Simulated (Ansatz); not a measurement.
Mg₄Zn₂⁺ (the lowest doublet isomer of a short search). Total charge 1; doublet. Geometry r2SCAN/def2-SVP, basis def2-TZVP, Ansatz.

```xyz
6

Mg   -1.055   -3.786   -2.356
Mg    1.203    2.832    1.423
Mg   -1.221    0.685    1.591
Mg   -0.344   -1.284   -0.811
Zn    1.371    0.091    0.880
Zn    0.047    1.461   -0.727
```

| run | HOMO (eV) | LUMO (eV) |
| --- | --- | --- |
| A | -7.36 | -6.05 |
| B | -7.97 | -5.33 |
| C | -7.66 | -5.91 |
| D | -7.21 | -6.55 |
| E | -7.35 | -6.25 |

HSE06 is defined as in plane-wave codes, on full-range PBE exchange. The structure comes from a short search, and lower isomers may exist.

HOMO and LUMO are taken over both spins.

Question: The runs used BHLYP, HSE06, PBE, PBE0, r2SCAN. Estimate which is which.

Answer: A r2SCAN (0 % exact exchange); B BHLYP (50 % exact exchange); C PBE0 (25 % exact exchange); D PBE (0 % exact exchange); E HSE06 (range-separated). Exact exchange lowers occupied and raises empty levels; among semilocal functionals meta-GGAs tend to open the gap a little, and such runs are hard to tell apart. The gap grows from 0.66 eV (PBE) to 2.64 eV (BHLYP). At r2SCAN/def2-TZVP the charge 1 doublet is spin-contaminated (final ⟨S²⟩ up to 0.83, 0.75 for a pure state).
